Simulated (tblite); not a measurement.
C7H13P.
SMILES with atom numbers: `[CH:1]#[C:2][CH2:3][P:4]([CH3:5])[CH2:6][CH2:7][CH3:8]` (hydrogens: H9 on C1; H10, H11 on C3; H12, H13, H14 on C5; H15, H16 on C6; H17, H18 on C7; H19, H20, H21 on C8)

Cartesian coordinates in Å at the GFN2-xTB level; atoms count from 1:
```
atom  x, y, z in Å
C1    -4.375   -0.505   -0.097
C2    -3.234   -0.719    0.199
C3    -1.855   -0.949    0.548
P4    -0.711   -0.283   -0.783
C5    -1.037    1.516   -0.494
C6     0.867   -0.461    0.196
C7     2.064    0.096   -0.568
C8     3.368   -0.146    0.182
H9    -5.378   -0.333   -0.347
H10   -1.674   -2.025    0.633
H11   -1.627   -0.469    1.506
H12   -0.848    1.797    0.542
H13   -0.406    2.109   -1.153
H14   -2.078    1.715   -0.742
H15    0.770    0.038    1.166
H16    1.018   -1.530    0.377
H17    1.930    1.168   -0.726
H18    2.112   -0.378   -1.551
H19    3.534   -1.212    0.325
H20    3.342    0.330    1.160
H21    4.209    0.260   -0.375
```

Method: GFN2-xTB as coded in tblite; computed harmonic values from a numerical Hessian at the method's own geometry, unscaled. Against measured fundamentals such values can be off by several per cent, at times by over 20. One conformer, not necessarily the lowest.

Harmonic wavenumbers (cm⁻¹): 45.5, 65.9, 79.6, 84.9, 153.5, 179.5, 226.0, 236.8, 270.9, 288.3, 302.1, 346.9, 401.8, 623.2, 637.5, 701.2, 720.2, 745.7, 769.4, 786.6, 834.0, 889.4, 908.0, 948.9, 1007.0, 1022.9, 1081.1, 1106.1, 1115.1, 1180.7, 1219.2, 1226.5, 1273.0, 1318.0, 1341.9, 1399.1, 1415.7, 1440.1, 1450.1, 1459.4, 1494.6, 1503.9, 1506.0, 2286.7, 2903.4, 2914.8, 2932.0, 2941.2, 2965.3, 2978.9, 2980.1, 3014.1, 3018.9, 3024.4, 3030.3, 3037.4, 3398.3.

A = 4825, B = 714.7, C = 666.9 MHz; mass 128.075 u (most abundant isotopes); point group C1, symmetry number 1.

Task: What is the zero-point energy?

Result: Half the sum of the wavenumbers: 38616 cm⁻¹ = 461.95 kJ/mol.

Task: Entropy at 500 K, 1 bar (ideal gas, RRHO, classical rotation)?

Result: Translation 180.12, rotation 129.15, vibration 243.23: S = 552.5 J/(mol K).

Task: And Cp and H(500 K) − H(0)?

Result: Cp = 257.20 J/(mol K), of which vibrations give 223.94 (their classical limit is 57 R = 473.9); H(500 K) − H(0) = 76.93 kJ/mol without the zero-point energy, 60.30 from vibrations.

Task: How do the functions run with temperature in this model?

Result: 
```
 T (K)  S (J/(mol K))  Cp (J/(mol K))  H − H(0) (kJ/mol)  G − H(0) (kJ/mol)  ln q(vib)
   150          343.9           113.9              11.25             -40.34       3.96
   250          411.8           155.9              24.72             -78.24       7.22
298.15          441.1           177.1              32.73             -98.78       8.72
   400          499.3           220.3              53.00            -146.70      11.81
   600          602.2           288.2             104.24            -257.09      17.61
   900          733.0           356.1             201.67            -458.00      25.66
```

q(vib) and H(0) count from the zero-point level.

Task: What must be added to the electronic energy to get the Gibbs energy at 500 K and 1 bar?

Result: ZPE + [H(500 K) − H(0)] − T·S = 461.95 + 76.93 − 276.25 = 262.63 kJ/mol.

Task: Blend soft modes into free rotors: weight 1/[1 + (100 cm⁻¹/ν̃)⁴] for the oscillator and the rest for a rotor with moment μB/(μ + B), μ = h/(8π²ν), B = 10⁻⁴⁴ kg m². What vibrational entropy results?

Result: 222.22 J/(mol K) in place of 243.23, which changes −T·S at 500 K by +10.51 kJ/mol.

Task: Which modes carry the vibrational entropy at 500 K?

Result: 45.5 cm⁻¹: 25.22; 65.9 cm⁻¹: 22.15; 79.6 cm⁻¹: 20.59; 84.9 cm⁻¹: 20.05; 153.5 cm⁻¹: 15.18; 179.5 cm⁻¹: 13.90 J/(mol K); the other 51 give 126.15 together.

Hindered rotation and anharmonicity are outside this model. Other conformers, if any are populated, would add a mixing term that is left out. The structure is chiral; the term R ln 2 for an equal mix with its mirror image is left out.
